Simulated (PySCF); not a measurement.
**Finite-field polarisability of He (helium, neutral)**

1s2, closed-shell 1S. Calculation: PySCF 2.14, in aug-cc-pVTZ; the non-relativistic Hamiltonian (point nucleus). Frozen: nothing. Energy changes in a uniform field (μhartree):

```csv
axis,F (au),HF,MP2,CCSD,CCSD(T)
x,0.012,-94.764,-97.601,-99.327,-99.327
x,0.024,-379.224,-390.594,-397.514,-397.514
```

Q: Derive α along x at CCSD(T) from the two fields.

A: With ΔE = −αF²/2 − γF⁴/24, α = −(16 ΔE(F) − ΔE(2F))/(6F²) = 1.379 bohr³.

Q: And the mean polarisability at each level?

A: HF 1.316, MP2 1.355, CCSD 1.379, CCSD(T) 1.379 bohr³. Reference: 1.384 bohr³ (recommended; Schwerdtfeger and Nagle, table of static dipole polarizabilities (2023 update)).
